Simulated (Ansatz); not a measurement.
Program: Ansatz 0.2.0.

Basis-set series for C2H5ClFNSi, SMILES `C=C[Si](N)(F)Cl`. Total charge 0; spin multiplicity 1. All single points use the PBE0-D4/def2-TZVP geometry. It is one conformer, not always the lowest.

| functional | basis | functions | energy (Eh) | HOMO (eV) | LUMO (eV) |
| --- | --- | --- | --- | --- | --- |
| PBE0-D4 | def2-TZVPP | 278 | -983.26084 | -8.12 | -0.92 |
| PBE0-D4 | def2-QZVPP | 518 | -983.29785 | -8.16 | -0.98 |
| ωB97M-V | def2-TZVPP | 278 | -983.66354 | -10.48 | 1.20 |
| ωB97M-V | def2-QZVPP | 518 | -983.69836 | -10.53 | 1.09 |

(1) Give the rows for def2-SVP. (Estimate.)

Results:

(1) The calculation gave: 
```json
{"functional": "PBE0-D4", "basis": "def2-SVP", "functions": "117", "energy (Eh)": "-982.71019", "HOMO (eV)": "-7.94", "LUMO (eV)": "-0.71"}
{"functional": "ωB97M-V", "basis": "def2-SVP", "functions": "117", "energy (Eh)": "-983.10576", "HOMO (eV)": "-10.28", "LUMO (eV)": "1.52"}
```

Positive LUMOs are unbound and depend on the basis.
